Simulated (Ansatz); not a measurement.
Reaction (redistribution): `C[SiH2]S[SiH](Cl)Cl` + `CC1=C[SiH2]1` → `C[SiH2]C1=C[SiH2]1` + `CS[SiH](Cl)Cl`

Gas-phase electronic energies from Ansatz, PBE0-D4/def2-TZVP geometries. CCSD(T)/CBS adds triple-zeta CCSD(T) − MP2 to the extrapolated MP2 energy (def2 sets, frozen cores). DFT in def2-TZVPP. B3LYP here is the variant with VWN-RPA as its local correlation; programs differ in this. Each species was taken in one conformer, which may not be the lowest.

```csv
level,ΔE (kJ/mol),difference from CCSD(T)/CBS
r2SCAN-D4,78.4,3.9
B3LYP-D4,75.6,1.1
ωB97M-V,76.8,2.3
B2PLYP,72.2,-2.3
B3LYP,69.1,-5.4
CCSD/def2-TZVPP,73.8,-0.7
MP2/def2-QZVPP,78.7,4.2
SCS-MP2/def2-QZVPP,74.3,-0.2
MP2/CBS(def2),79.2,4.7
CCSD/CBS(def2),74.3,-0.2
CCSD(T)/CBS,74.5,0
```

Largest T1 diagnostic among the species: 0.012.

The D4 term adds +6.5 kJ/mol with B3LYP and +3.8 kJ/mol with PBE0; it sums over pairs of atoms, weighted by their polarisabilities, and B3LYP, whose exchange is more repulsive, gets the larger term.
